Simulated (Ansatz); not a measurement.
A CCSD(T) single point on `NC/N=C/[SiH3]`.

```yaml
crystal:
  periodic: [false, false, false]
  atoms:
    - {symbol: N, position_ang: [-1.144819, -2.035595, 0.853889]}
    - {symbol: C, position_ang: [-0.126836, -1.048295, 1.147078]}
    - {symbol: N, position_ang: [-0.319297, 0.078740, 0.267156]}
    - {symbol: C, position_ang: [0.663472, 0.491072, -0.413637]}
    - {symbol: Si, position_ang: [0.466819, 1.972969, -1.557651]}
    - {symbol: H, position_ang: [-2.059251, -1.606828, 0.938073]}
    - {symbol: H, position_ang: [-1.098270, -2.796814, 1.519767]}
    - {symbol: H, position_ang: [0.863944, -1.510753, 1.017429]}
    - {symbol: H, position_ang: [-0.177763, -0.642872, 2.171398]}
    - {symbol: H, position_ang: [1.642611, -0.017601, -0.344979]}
    - {symbol: H, position_ang: [0.841950, 1.575475, -2.941216]}
    - {symbol: H, position_ang: [1.400050, 3.049198, -1.126577]}
    - {symbol: H, position_ang: [-0.932308, 2.456602, -1.515726]}
basis:
  gaussian: {orbitals: def2-TZVPP}
correlation: {method: ccsd_t}
```

```sh
$ ansatz run in.yaml --threads 4 --pin off --events-out ev --progress --plain --max-ram 10444MiB
```

Log, shortened:

```
Functional definition: HF
1628 factors; integrals over basis functions are off by at most 1.2e-3 eV
mean field evaluation 1: about -13009.8628 eV, gradient 3.9e1 eV
mean field evaluation 2: about -13010.1512 eV, gradient 3.9e1 eV
mean field evaluation 4: about -13014.2838 eV, gradient 5.3e0 eV
mean field evaluation 8: about -13014.3838 eV, gradient 3.9e-1 eV
mean field -13014.38494094 eV, -478.2698251126 hartree, gradient 2.2e-6 eV, S^2 0.000000; 0 other end points of the search recorded, 0 dependent functions left out; unrestricted orbitals would lower it
9 core orbitals not correlated: weight in the atoms' cores, before any rotation towards them, 1.000 or more for the frozen orbitals, at most 0.000 for the correlated occupied ones
reference -13014.38494094 eV, -478.2698251126 hartree; 15, 15 occupied and 254, 254 virtual orbitals, 1628 factors
second order -23.74315664 eV of doubles, -0.00000000 eV of singles
cycle   1  -24.27945257 eV  change   -5.4e-1 eV  update   1.1e-1
cycle   2  -24.95035652 eV  change   -6.7e-1 eV  update   3.3e-2
cycle   3  -25.07628679 eV  change   -1.3e-1 eV  update   1.5e-2
cycle   4  -25.06755132 eV  change    8.7e-3 eV  update   3.9e-3
cycle   5  -25.06859399 eV  change   -1.0e-3 eV  update   1.7e-3
cycle   6  -25.06886530 eV  change   -2.7e-4 eV  update   4.4e-4
cycle   7  -25.06861979 eV  change    2.5e-4 eV  update   1.8e-4
cycle   8  -25.06860216 eV  change    1.8e-5 eV  update   8.6e-5
cycle   9  -25.06860905 eV  change   -6.9e-6 eV  update   4.6e-5
cycle  10  -25.06858595 eV  change    2.3e-5 eV  update   2.2e-5
perturbative correction -1.05253335 eV, -0.0386798873 hartree
Total energy: -13040.50606024 eV, -479.2297585415 hartree
```

Hardware: 4 threads of an Arm Neoverse V1 on a shared host. Wall time 3.6 min, peak host memory 7.9 GiB.

Correlation energy per correlated electron: -0.871 eV. T1 diagnostic: 0.0115.
